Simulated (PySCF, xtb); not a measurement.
Noncovalent pair: CH2O (SMILES C=O) (first 4 atoms) with GeH4 (SMILES [GeH4]); geometry from B3LYP-D3(BJ)/def2-TZVP, rigid monomers moved along the line of their centres of mass till O2···Ge5 is 4.55 Å.
(charge 0, multiplicity 1):
```xyz
9

C      0.4913    -0.5772     0.3905
O      0.4346     0.4764     0.9614
H      0.7265    -0.6448    -0.6885
H      0.3112    -1.5352     0.9144
Ge    -0.5346     0.0570     5.3906
H     -0.8678    -0.2701     6.8588
H     -0.5166    -1.2636     4.6026
H      0.8445     0.7234     5.3267
H     -1.6132     0.9893     4.8274
```

Counterpoise-corrected where a basis set is named; no monomer relaxation. Rows marked so take none.

Rows in 6-31G*, STO-3G carry no dispersion term and start afresh at each structure (6-31G* with six Cartesian d functions); the Pople sets are all-electron and without relativity.

Run with PySCF for 6-31G* rows, STO-3G rows; xtb for the GFN methods. Each number belongs to the level named beside it.

Question: One of these levels gives -0.13 kcal/mol for the interaction energy. Which one is it?
A) B3LYP/6-31G* (no counterpoise)
B) GFN1-xTB
C) HF/STO-3G (no counterpoise)

Answer: C, HF/STO-3G (no counterpoise). The others give -2.41 (GFN1-xTB), -0.73 (B3LYP/6-31G* (no counterpoise))
